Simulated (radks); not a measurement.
Results of a calculation; reference values are marked as such.
Task: Radial electron density D(r) = 4 pi r^2 rho(r) of an atom or ion with 25 electrons. Code: a radial shooting solver on a logarithmic mesh with Libxc functionals. Model: scalar-relativistic Kohn-Sham, LDA (Slater exchange, Perdew-Wang correlation), spin-polarised, spherical densities, finite nucleus; Fermi nuclear charge, rms radius of each element as measured or else 0.836 A^(1/3) + 0.57 fm.

```
   r/bohr * D(r) (the largest magnitude, 40, reaches the edge; | marks zero)
 0.002775 | *
 0.003129 |  *
 0.003528 |  *
 0.003977 |   *
 0.004449 |    *
 0.005016 |     *
 0.005656 |      *
 0.006377 |        *
  0.00719 |          *
 0.008042 |            *
 0.009067 |              *
  0.01022 |                 *
  0.01153 |                    *
  0.01289 |                       *
  0.01454 |                          *
  0.01639 |                              *
  0.01848 |                                  *
  0.02083 |                                      *
   0.0233 |                                         *
  0.02628 |                                            *
  0.02963 |                                              *
   0.0334 |                                               *
  0.03766 |                                                *
  0.04212 |                                               *
   0.0475 |                                             *
  0.05355 |                                           *
  0.06038 |                                         *
  0.06808 |                                       *
  0.07614 |                                      *
  0.08585 |                                      *
   0.0968 |                                        *
   0.1091 |                                            *
   0.1231 |                                                *
   0.1376 |                                                    *
   0.1552 |                                                      *
    0.175 |                                                      *
   0.1973 |                                                   *
   0.2224 |                                             *
   0.2488 |                                       *
   0.2805 |                                *
   0.3163 |                          *
   0.3566 |                       *
   0.4021 |                       *
   0.4497 |                         *
   0.5071 |                            *
   0.5717 |                             *
   0.6446 |                             *
    0.721 |                          *
   0.8129 |                      *
   0.9166 |                *
    1.033 |           *
    1.165 |       *
    1.303 |    *
    1.469 |  *
    1.657 | *
    1.868 |*
    2.106 *
    2.356 *
    2.656 *
    2.995 *
```

What is the nuclear charge?

Result: Z = 29. The innermost maximum, from 1s, lies near gamma/Z bohr with gamma = sqrt(1 - (Z/c)^2) = 0.977, here 0.0337 bohr (found: 0.0365), and its height grows with Z. The density is that of the copper ion Cu4+ in [Ar] 3d7; the configuration itself is not fixed sharply by these data, and Z only to about a unit. D(r) has 3 maxima, at r = 0.0365, 0.165, 0.590 bohr, and minima at 0.0780, 0.377 bohr, inside which lie 2.09, 10.83 electrons.
